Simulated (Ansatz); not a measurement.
Ansatz (a quantum-chemistry and plane-wave program) input:

Ansatz 0.2 input:
```yaml
crystal:
  periodic: [false, false, false]
  atoms:
    - {symbol: Au, position_ang: [-0.00000000, -0.00000000, -0.39734904]}
    - {symbol: Cl, position_ang: [0.00000000, 0.00000000, 1.84650434]}
basis:
  gaussian:
    orbitals: def2-SVPD
total_charge: 1
magnetization: {spin_polarized: true, initial_magnetization: 1}
correlation: {method: ccsd_t, electrons: outside_noble_gas}
output: {forces: true}
```

**Question.** Predict the final energy.

**Answer.** -594.20953 Eh (CCSD(T)/def2-SVPD). The basis has 62 functions.

The spin state was set by rule; other spins were not relaxed.
